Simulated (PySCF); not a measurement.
Record of a relaxation.

Species: C₈H₂₀BO₄ (charge -1).
Bonds: C1–C2, C2–O3, O3–B4, B4–O5, O5–C6, C6–C7, B4–O8, O8–C9, C9–C10, B4–O11, O11–C12, C12–C13. Hydrogens: H14, H15, H16 on C1; H17, H18 on C2; H19, H20 on C6; H21, H22, H23 on C7; H24, H25 on C9; H26, H27, H28 on C10; H29, H30 on C12; H31, H32, H33 on C13.

Computed by this run: PBE0-D3(BJ)/def2-SVP geometry optimisation, gas phase in PySCF; density fitting, grid level 1; the optimiser is geomeTRIC in internal coordinates, started from a GFN2-xTB structure with every atom displaced at random (about 0.01 Å). 3 of its 9 geometries are shown. The frame can shift and turn from step to step; on so coarse a grid that alone can change the energy by a few meV, and forces under 0.02 eV/Å are noise.

Step 0: E = -17459.8065 eV, largest atomic force 2.532 eV/Å
```
atom  x, y, z in Å  |  force x, y, z in eV/Å
C1      0.428    2.190    2.970   -2.129   0.882  -1.049
C2     -0.322    1.424    1.869    0.683   0.144   0.062
O3      0.589    0.796    1.042    0.242  -0.212  -0.070
B4      0.060   -0.021   -0.048   -1.342  -0.172   0.094
O5     -0.780   -1.166    0.469    0.593   0.588  -0.077
C6     -0.069   -2.086    1.220   -0.729  -0.213  -0.400
C7     -1.018   -2.976    2.021   -0.109   0.432  -1.637
O8     -0.854    0.854   -0.851    0.267  -0.438   0.386
C9     -1.525    0.236   -1.884    0.547   0.360  -0.648
C10    -2.559    1.186   -2.491    0.536  -0.751   0.726
O11     1.137   -0.584   -0.838    0.573   0.507  -0.147
C12     2.043    0.357   -1.345   -0.954  -0.638  -0.655
C13     2.996   -0.314   -2.312    0.901   0.062   1.202
H14     1.037    2.966    2.519    0.493   0.325  -0.203
H15    -0.318    2.700    3.617    0.213  -0.100   0.004
H16     1.025    1.559    3.566    1.050  -1.127   0.911
H17    -0.945    2.124    1.278   -0.144   0.030   0.151
H18    -1.000    0.693    2.342   -0.236  -0.114   0.042
H19     0.546   -2.733    0.559    0.205  -0.011   0.107
H20     0.603   -1.576    1.918    0.445   0.140   0.269
H21    -1.722   -3.488    1.333    0.177   0.020   0.143
H22    -1.612   -2.379    2.685   -0.553   0.578   0.712
H23    -0.467   -3.701    2.579    0.545  -0.927   0.692
H24    -2.028   -0.685   -1.565   -0.116  -0.345   0.205
H25    -0.787   -0.077   -2.686   -0.505   0.089   0.249
H26    -3.305    1.461   -1.745   -0.301   0.075   0.296
H27    -2.069    2.087   -2.808    0.437   0.909  -0.335
H28    -3.050    0.735   -3.340   -0.417  -0.318  -0.620
H29     1.500    1.147   -1.898   -0.093   0.172   0.064
H30     2.583    0.854   -0.544    0.412   0.308   0.508
H31     2.476   -0.807   -3.112   -0.541  -0.410  -0.693
H32     3.726    0.393   -2.733   -0.021   0.155  -0.090
H33     3.583   -1.076   -1.760   -0.131  -0.002  -0.200
```

Step 4: E = -17460.0593 eV, largest atomic force 0.059 eV/Å
```
atom  x, y, z in Å  |  force x, y, z in eV/Å
C1      0.345    2.271    2.930   -0.032   0.021  -0.046
C2     -0.377    1.444    1.880    0.010  -0.002   0.021
O3      0.542    0.875    1.024    0.003   0.015  -0.007
B4      0.013   -0.007   -0.020   -0.034  -0.035   0.013
O5     -0.641   -1.195    0.541    0.021   0.032   0.026
C6      0.158   -2.054    1.266   -0.018  -0.018  -0.028
C7     -0.707   -3.051    2.017   -0.003   0.007  -0.033
O8     -0.986    0.743   -0.788    0.011  -0.010  -0.005
C9     -1.633    0.062   -1.796   -0.006   0.015  -0.007
C10    -2.627    0.983   -2.481    0.009  -0.018   0.018
O11     1.133   -0.454   -0.851    0.005   0.005  -0.023
C12     1.908    0.530   -1.424   -0.013  -0.008  -0.023
C13     2.922   -0.098   -2.365    0.011   0.013   0.020
H14     0.947    3.057    2.445   -0.004   0.004   0.004
H15    -0.360    2.750    3.630    0.005  -0.002   0.002
H16     1.036    1.637    3.507    0.026  -0.024   0.028
H17    -1.098    2.087    1.332   -0.001   0.004  -0.004
H18    -0.995    0.670    2.386   -0.003   0.000  -0.001
H19     0.867   -2.605    0.610    0.004   0.011   0.002
H20     0.793   -1.499    1.990    0.006   0.005   0.016
H21    -1.342   -3.610    1.309    0.003   0.000   0.004
H22    -1.377   -2.529    2.718   -0.006   0.007   0.009
H23    -0.098   -3.774    2.585    0.007  -0.014   0.016
H24    -2.164   -0.832   -1.405   -0.001  -0.009   0.002
H25    -0.914   -0.328   -2.552    0.001   0.002   0.001
H26    -3.373    1.347   -1.755   -0.001   0.004   0.002
H27    -2.110    1.866   -2.891    0.003   0.007  -0.006
H28    -3.158    0.474   -3.303   -0.008   0.000  -0.007
H29     1.286    1.260   -1.990    0.004  -0.006   0.000
H30     2.440    1.130   -0.656    0.009   0.008   0.020
H31     2.410   -0.652   -3.168   -0.009  -0.011  -0.010
H32     3.578    0.660   -2.825   -0.003  -0.007  -0.004
H33     3.550   -0.819   -1.816    0.002   0.004  -0.002
```

Step 8: E = -17460.0612 eV, largest atomic force 0.030 eV/Å
```
atom  x, y, z in Å  |  force x, y, z in eV/Å
C1      0.413    2.367    2.874    0.013  -0.005   0.021
C2     -0.332    1.504    1.871   -0.006   0.008  -0.016
O3      0.562    0.939    0.987    0.005  -0.013   0.010
B4      0.006    0.024   -0.014    0.012   0.021  -0.018
O5     -0.645   -1.136    0.600   -0.013  -0.010   0.001
C6      0.158   -1.990    1.325    0.011   0.007   0.011
C7     -0.683   -3.112    1.909   -0.001  -0.007   0.008
O8     -1.001    0.756   -0.788   -0.008   0.001   0.017
C9     -1.688    0.045   -1.748    0.008  -0.008  -0.006
C10    -2.707    0.947   -2.421   -0.004   0.008  -0.005
O11     1.105   -0.460   -0.853   -0.002  -0.003  -0.001
C12     1.879    0.496   -1.474    0.003   0.001   0.010
C13     2.951   -0.179   -2.312   -0.002  -0.006  -0.007
H14     0.968    3.164    2.353    0.001  -0.002  -0.003
H15    -0.273    2.835    3.601   -0.002   0.002  -0.003
H16     1.149    1.761    3.429   -0.009   0.008  -0.011
H17    -1.091    2.119    1.343    0.000  -0.003   0.003
H18    -0.911    0.725    2.417    0.002  -0.002   0.002
H19     0.966   -2.420    0.696   -0.003   0.000  -0.003
H20     0.679   -1.456    2.151   -0.003  -0.004  -0.004
H21    -1.192   -3.664    1.102    0.002  -0.002  -0.001
H22    -1.464   -2.702    2.570    0.001   0.000  -0.005
H23    -0.072   -3.825    2.489   -0.001   0.007  -0.003
H24    -2.202   -0.836   -1.310   -0.001   0.004   0.001
H25    -0.999   -0.367   -2.520   -0.001  -0.001   0.001
H26    -3.413    1.345   -1.674   -0.001  -0.003  -0.001
H27    -2.205    1.810   -2.890   -0.001  -0.003   0.003
H28    -3.281    0.412   -3.197    0.003  -0.001   0.003
H29     1.265    1.156   -2.126   -0.001   0.003  -0.003
H30     2.358    1.173   -0.734   -0.004  -0.002  -0.007
H31     2.488   -0.833   -3.070    0.003   0.003   0.003
H32     3.593    0.555   -2.828    0.000   0.003   0.001
H33     3.588   -0.814   -1.675    0.000   0.000   0.001
```

Question: Summarise the path.

Answer: The energy falls by 0.2547 eV from step 0 to step 8; nine tenths of that is first reached at step 2. It falls at every step. The largest force goes from 2.532 to 0.030 eV/Å. Among the bonds C1–H16 changes most, from 1.054 to 1.103 Å; the atoms move by 0.185 Å rms after alignment.

Question: Follow the three bonds and two angles with the largest change from start to end.

Answer: 
```
step  E above end (eV)  largest force (eV/Å)  C1–H16 (Å)  B4–O5 (Å)  C7–H23 (Å)  C2–C1–H15 (°)  B4–O5–C6 (°)
   0            0.2547                 2.532       1.054      1.511       1.068          108.6         113.8
   1            0.0261                 0.653       1.115      1.449       1.110          111.8         118.3
   2            0.0070                 0.316       1.105      1.460       1.104          111.8         117.4
   3            0.0030                 0.087       1.101      1.465       1.102          111.8         116.8
   4            0.0019                 0.059       1.101      1.467       1.103          111.8         116.5
   5            0.0011                 0.112       1.102      1.468       1.104          111.8         116.5
   6            0.0006                 0.109       1.103      1.467       1.104          111.8         116.6
   7            0.0004                 0.059       1.103      1.466       1.104          111.8         116.8
   8            0.0000                 0.030       1.103      1.465       1.104          111.8         116.9
```

The cost below is that of the whole optimisation. Time: 4.5 min wall, 10 min CPU; peak memory 2.0 GiB. Hardware: 2 threads of an Intel Xeon at 2.60 GHz, shared host with 96 logical CPUs at a one-minute load of 16.
